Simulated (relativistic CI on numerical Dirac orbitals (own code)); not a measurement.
# Radial parameters of Nd XXXVIII

These numbers are calculated, not measured: Dirac-Coulomb-Breit CI, separate exchange-only KLI orbitals for each configuration, a model potential for QED, unscaled Slater integrals (own radial code, finite nucleus).

Slater integrals F^k, G^k are unscaled and averaged over j, outside the closed core [Ne]; ζ comes from projecting the Hamiltonian with its Breit term on Σ l·s of the shell.

- 3s²3p⁶3d⁵: F^2(3d,3d) = 458620, F^4(3d,3d) = 295900, ζ(3d) = 82978 cm⁻¹; <r>(3d) = 0.2222, <r^2>(3d) = 0.05735 (bohr units).
- 3s²3p⁵3d⁶: ζ(3p) = 628360, F^2(3d,3d) = 457750, F^4(3d,3d) = 295310, F^2(3p,3d) = 399380, G^1(3p,3d) = 429700, G^3(3p,3d) = 285690, ζ(3d) = 82107 cm⁻¹; <r>(3p) = 0.2484, <r^2>(3p) = 0.07132, <r>(3d) = 0.2226, <r^2>(3d) = 0.05755 (bohr units).
- 3s²3p⁴3d⁷: F^2(3p,3p) = 397260, ζ(3p) = 627830, F^2(3d,3d) = 456860, F^4(3d,3d) = 294710, F^2(3p,3d) = 398960, G^1(3p,3d) = 429680, G^3(3p,3d) = 285550, ζ(3d) = 81242 cm⁻¹; <r>(3p) = 0.2486, <r^2>(3p) = 0.07147, <r>(3d) = 0.223, <r^2>(3d) = 0.05776 (bohr units).

(1) Give the Racah parameters of the d shell in 3s²3p⁶3d⁵.

Averages of the first 10 configurations, taken without configuration mixing, which lowers the lowest level and can move excited configurations by several eV; other configurations of the list can lie among them:

```csv
Configuration,Parity,States,Average energy above the lowest level (eV)
3s²3p⁶3d⁵,even,252,62.4
3s²3p⁵3d⁶,odd,1260,365.3
3s²3p⁴3d⁷,even,1800,674.5
3s3p⁶3d⁶,even,420,609.0
3p⁶3d⁷,even,120,1164.1
3s3p⁵3d⁷,odd,1440,910.6
3s²3p⁶3d⁴4s,even,420,1117.3
3s²3p⁶3d⁴4p,odd,1260,1207.9
3s²3p⁴3d⁶4s,even,6300,1714.1
3s²3p⁵3d⁵4s,odd,3024,1412.5
```

Answers

(1) B = F²/49 − 5F⁴/441 = 6005 cm⁻¹ and C = 35F⁴/441 = 23484 cm⁻¹.
